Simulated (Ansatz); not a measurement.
Nudged elastic band run: BClFH$_{3}$OS

Input:

```yaml
crystal:
  periodic: [false, false, false]
  atoms:
    - { symbol: B, position_ang: [-0.018512, -0.551111, 0.073025] }
    - { symbol: Cl, position_ang: [-0.50098, -1.376737, 1.570296] }
    - { symbol: F, position_ang: [1.226837, -0.171257, -0.047074] }
    - { symbol: O, position_ang: [-0.860443, -0.356764, -0.934007] }
    - { symbol: H, position_ang: [-1.750598, -0.63563, -0.786699] }
    - { symbol: S, position_ang: [-0.258355, 2.742623, 1.494982] }
    - { symbol: H, position_ang: [0.912958, 2.753838, 0.854669] }
    - { symbol: H, position_ang: [0.249993, 2.22514, 2.616508] }
basis:
  gaussian: { orbitals: def2-SVP }
hamiltonian:
  xc: hf
neb:
  order_check: false
  images: 9
  f_tol: 0.05
  max_iterations: 60
  initial_path: linear
  final_atoms:
    - { symbol: B, position_ang: [-0.06278468, 0.66383852, -0.28960483] }
    - { symbol: Cl, position_ang: [-0.33243516, -0.6821183, 3.24642022] }
    - { symbol: F, position_ang: [1.09230773, 0.10015728, -0.59414538] }
    - { symbol: O, position_ang: [-1.21639148, 0.07414766, -0.60018325] }
    - { symbol: H, position_ang: [-1.13310458, -0.77359206, -1.01259261] }
    - { symbol: S, position_ang: [-0.09603532, 2.28032726, 0.5638553] }
    - { symbol: H, position_ang: [1.2261589, 2.43789663, 0.64995598] }
    - { symbol: H, position_ang: [-0.4768154, 0.529445, 2.87799457] }
```

Run as:

```bash
$ ansatz run input.yaml --threads 1 --pin off --max-ram 2048MiB --backend cpu --events-out ev --progress --plain --runs-dir out
```

Output, in part (warnings, iteration lines, the closing report on the highest movable image, with atoms numbered from 0):

```
NEB end point (image 0): max|allowed force component| = 2.933e-2 eV/Å (the criterion of neb.relax_end_points is 1.000e-2)
NEB end point (image 10): max|allowed force component| = 1.030e-2 eV/Å (the criterion of neb.relax_end_points is 1.000e-2)
NEB iter   1: max|band force component| = 2.897e1 eV/Å  barrier→ = 9.2987 eV  barrier← = 8.9798 eV  Δτ_max = 0.2000 Å  (415 SCF iters)
NEB iter   2: max|band force component| = 4.562e0 eV/Å  barrier→ = 4.4257 eV  barrier← = 4.1069 eV  Δτ_max = 0.2000 Å  (360 SCF iters)
NEB iter   3: max|band force component| = 7.465e0 eV/Å  barrier→ = 2.8309 eV  barrier← = 2.5121 eV  Δτ_max = 0.1011 Å  (346 SCF iters)
NEB iter   4: max|band force component| = 2.855e0 eV/Å  barrier→ = 2.3057 eV  barrier← = 1.9869 eV  Δτ_max = 0.2000 Å  (317 SCF iters)
NEB iter   5: max|band force component| = 1.969e0 eV/Å  barrier→ = 2.1465 eV  barrier← = 1.8276 eV  Δτ_max = 0.1295 Å  (321 SCF iters)
NEB iter   6: max|band force component| = 1.463e0 eV/Å  barrier→ = 2.0860 eV  barrier← = 1.7672 eV  Δτ_max = 0.1266 Å  (327 SCF iters)
NEB iter   7: max|band force component| = 1.028e0 eV/Å  barrier→ = 2.0538 eV  barrier← = 1.7350 eV  Δτ_max = 0.1683 Å  (322 SCF iters)
NEB iter   8: max|band force component| = 1.727e0 eV/Å  barrier→ = 2.0942 eV  barrier← = 1.7754 eV  Δτ_max = 0.0864 Å  (325 SCF iters)
NEB iter   9: max|band force component| = 6.415e-1 eV/Å  barrier→ = 2.0488 eV  barrier← = 1.7300 eV  Δτ_max = 0.1750 Å  (329 SCF iters)
NEB iter  10: max|band force component| = 1.548e0 eV/Å  barrier→ = 1.8772 eV  barrier← = 1.5584 eV  Δτ_max = 0.0860 Å  (325 SCF iters)
NEB iter  11: max|band force component| = 6.476e-1 eV/Å  barrier→ = 1.8466 eV  barrier← = 1.5278 eV  Δτ_max = 0.1676 Å  (327 SCF iters)
NEB iter  12: max|band force component| = 6.078e-1 eV/Å  barrier→ = 1.8095 eV  barrier← = 1.4906 eV  Δτ_max = 0.0975 Å  (325 SCF iters)
NEB iter  13: max|band force component| = 9.379e-1 eV/Å  barrier→ = 1.9357 eV  barrier← = 1.6168 eV  CI = image 6  Δτ_max = 0.1786 Å  (331 SCF iters)
NEB iter  14: max|band force component| = 2.326e0 eV/Å  barrier→ = 2.0110 eV  barrier← = 1.6922 eV  CI = image 6  Δτ_max = 0.0858 Å  (332 SCF iters)
NEB iter  15: max|band force component| = 5.257e-1 eV/Å  barrier→ = 2.0398 eV  barrier← = 1.7209 eV  CI = image 6  Δτ_max = 0.1749 Å  (331 SCF iters)
NEB iter  16: max|band force component| = 3.184e0 eV/Å  barrier→ = 2.0374 eV  barrier← = 1.7186 eV  CI = image 6  Δτ_max = 0.0863 Å  (333 SCF iters)
NEB iter  17: max|band force component| = 1.749e0 eV/Å  barrier→ = 2.0337 eV  barrier← = 1.7149 eV  CI = image 6  Δτ_max = 0.1377 Å  (333 SCF iters)
NEB iter  18: max|band force component| = 7.409e-1 eV/Å  barrier→ = 2.0325 eV  barrier← = 1.7137 eV  CI = image 6  Δτ_max = 0.0574 Å  (336 SCF iters)
NEB iter  19: max|band force component| = 1.605e-1 eV/Å  barrier→ = 2.0318 eV  barrier← = 1.7130 eV  CI = image 6  Δτ_max = 0.1777 Å  (339 SCF iters)
NEB iter  20: max|band force component| = 1.750e0 eV/Å  barrier→ = 2.0316 eV  barrier← = 1.7127 eV  CI = image 6  Δτ_max = 0.0845 Å  (336 SCF iters)
NEB iter  21: max|band force component| = 6.879e-1 eV/Å  barrier→ = 2.0314 eV  barrier← = 1.7126 eV  CI = image 6  Δτ_max = 0.1401 Å  (338 SCF iters)
NEB iter  22: max|band force component| = 6.304e-1 eV/Å  barrier→ = 2.0314 eV  barrier← = 1.7126 eV  CI = image 6  Δτ_max = 0.0763 Å  (335 SCF iters)
NEB iter  23: max|band force component| = 4.239e-1 eV/Å  barrier→ = 2.0314 eV  barrier← = 1.7125 eV  CI = image 6  Δτ_max = 0.1696 Å  (340 SCF iters)
NEB iter  24: max|band force component| = 1.244e0 eV/Å  barrier→ = 2.0314 eV  barrier← = 1.7125 eV  CI = image 6  Δτ_max = 0.0864 Å  (336 SCF iters)
NEB iter  25: max|band force component| = 2.892e-1 eV/Å  barrier→ = 2.0314 eV  barrier← = 1.7125 eV  CI = image 6  Δτ_max = 0.0878 Å  (337 SCF iters)
NEB iter  26: max|band force component| = 1.298e-1 eV/Å  barrier→ = 2.0314 eV  barrier← = 1.7125 eV  CI = image 6  Δτ_max = 0.0153 Å  (338 SCF iters)
NEB iter  27: max|band force component| = 9.236e-2 eV/Å  barrier→ = 2.0314 eV  barrier← = 1.7125 eV  CI = image 6  Δτ_max = 0.0066 Å  (342 SCF iters)
NEB iter  28: max|band force component| = 4.994e-2 eV/Å  barrier→ = 2.0314 eV  barrier← = 1.7125 eV  CI = image 6  Δτ_max = 0.0000 Å  (873 SCF iters)
Total energy: -28774.19260283 eV, -1057.4320743056 hartree
Atom 0 at    -0.150619     0.374751     0.099458 Å, force     0.000217     0.000115     0.000221 eV/Å
Atom 1 at     0.025498    -0.583089     2.256469 Å, force     0.000104     0.000032    -0.000008 eV/Å
Atom 2 at     0.988664     0.018515    -0.454105 Å, force    -0.000098    -0.000076    -0.000131 eV/Å
Atom 3 at    -1.360153     0.048689    -0.360348 Å, force    -0.000120    -0.000465    -0.000226 eV/Å
Atom 4 at    -1.433185    -0.830215    -0.705364 Å, force     0.000029     0.000424     0.000162 eV/Å
Atom 5 at    -0.139914     2.142341     0.968962 Å, force    -0.000014     0.000000    -0.000024 eV/Å
Atom 6 at     1.182583     2.336289     0.955204 Å, force     0.000048    -0.000042     0.000065 eV/Å
Atom 7 at    -0.111974     1.122822     2.081426 Å, force    -0.000166     0.000013    -0.000057 eV/Å
Dipole moment:     0.032051     0.537081    -0.392143 e Å
```

The forces met the threshold. Another band between the same ends (9 images) ends at a top of the same energy, where a vibrational analysis finds 1 clearly imaginary mode. The orbitals stay closed-shell, which can raise the energy where a bond breaks towards radicals; this wasn't checked here.

Final band (atoms are numbered from 1 in the order of the input):

```
image  path coordinate (Å)  energy (kJ/mol)  B1–Cl2 (Å)  S6–H8 (Å)  B1–S6 (Å)
    0                 0.00              0.0        1.78       1.34       3.60
    1                 0.52              0.3        1.78       1.33       3.59
    2                 1.03              2.9        1.78       1.33       3.40
    3                 1.55             26.8        1.79       1.33       3.00
    4                 2.07             67.2        1.81       1.33       2.66
    5                 2.58            119.8        1.95       1.35       2.17
    6                 3.10            196.0        2.37       1.51       1.97
    7                 3.57             99.4        2.67       1.99       1.88
    8                 4.04             45.2        3.09       2.42       1.84
    9                 4.50             32.9        3.45       2.75       1.83
   10                 4.97             30.8        3.79       2.93       1.83
```

Run time: 4.7 min on 1 thread of Intel(R) Xeon(R) 6975P-C (Granite Rapids), on a shared host, peak memory 0.21 GiB.
